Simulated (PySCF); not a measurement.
## C₆ coefficients of unlike pairs at UHF

Calculated with PySCF 2.14 from the dipole response of each species, C₆(A,B) = (3/π) ∫ α_A(iu) α_B(iu) du, in atomic units, from isotropic polarisabilities. For ions this is the dispersion term alone; charge-induced terms of lower order in 1/R come first.

| species | configuration | basis | relativity | α (bohr³) | C₆ (like pair) |
| --- | --- | --- | --- | --- | --- |
| Re³⁺ | [Xe] 4f14 5d4 (5D) | def2-QZVPPD with the def2 core potential (60 electrons) (7s6p4d4f2g) | core potential | 6.921 | 36.05 |
| Te³⁺ | [Kr] 4d10 5s2 5p1 (2P) | aug-cc-pwCVTZ-PP with ECP28MDF (8s7p6d4f1g) | core potential | 11.39 | 61.09 |
| B²⁺ | [He] 2s1 (2S) | dyall-av3z (15s9p3d2f) | spin-free X2C | 7.933 | 11.14 |
| Cl⁺ | [Ne] 3s2 3p4 (3P) | def2-TZVPPD (6s6p4d1f) | none | 8.544 | 40.28 |

Question: Estimate C₆ for B²⁺ with Re³⁺.

Answer: The integral gives 16.03. The combination rule 2 C_A C_B / (C_A α_B/α_A + C_B α_A/α_B) gives 15.74 and the geometric mean 20.04.

No spin-orbit coupling is included.

The other pairs:

```json
{"pair": "Cl⁺, B²⁺", "C₆": "18.53"}
{"pair": "B²⁺, Te³⁺", "C₆": "23.37"}
{"pair": "Cl⁺, Re³⁺", "C₆": "37.37"}
{"pair": "Cl⁺, Te³⁺", "C₆": "49.37"}
{"pair": "Te³⁺, Re³⁺", "C₆": "45.95"}
```
